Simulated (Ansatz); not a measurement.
One change: `C=C[O][SbH][F]` becomes `C=COC=C`.

Ansatz, PBE0-D4/def2-TZVP geometries, multiplicity 1. Each molecule was computed in one conformer, which needn't be the lowest.

Elements past krypton have def2 core potentials.

```tsv
property	`C=C[O][SbH][F]`
HOMO–LUMO gap (ωB97M-V/def2-TZVPP) / eV	9.35
ideal-gas entropy at 298 K and 1 bar (rigid rotor, harmonic PBE0-D4/def2-TZVP) / J/(mol·K)	361
HOMO energy (B3LYP/def2-TZVPP) / eV	-6.63
HOMO energy (ωB97M-V/def2-TZVPP) / eV	-9.08
LUMO energy (B3LYP/def2-TZVPP) / eV	-1.75
HOMO energy (PBE/def2-TZVPP) / eV	-5.71
```

**Question.** What does the change do to each property? (Estimate.)

**Answer.** Ansatz gave: 
| property | `C=COC=C` | shift |
| --- | --- | --- |
| HOMO–LUMO gap (ωB97M-V/def2-TZVPP) / eV | 11.04 | 1.69 |
| ideal-gas entropy at 298 K and 1 bar (rigid rotor, harmonic PBE0-D4/def2-TZVP) / J/(mol·K) | 308 | -53 |
| HOMO energy (B3LYP/def2-TZVPP) / eV | -6.51 | 0.12 |
| HOMO energy (ωB97M-V/def2-TZVPP) / eV | -8.92 | 0.16 |
| LUMO energy (B3LYP/def2-TZVPP) / eV | -0.23 | 1.52 |
| HOMO energy (PBE/def2-TZVPP) / eV | -5.59 | 0.12 |

With PBE0 the HOMO rises by 0.13 eV and the LUMO rises by 1.52 eV, so the gap widens by about 1.39 eV. PBE moves the HOMO by 0.12 eV and ωB97M-V by 0.16 eV. The zero-point energy changes by 91.1 kJ/mol with +6 modes. Modes under 60 cm⁻¹, often nearly free rotors, make the harmonic entropy too high.

B3LYP here is the variant with VWN-RPA as its local correlation; programs differ in this.

Spin–orbit coupling is left out; it splits and shifts lone-pair levels of the heavy atoms by tenths of an eV.
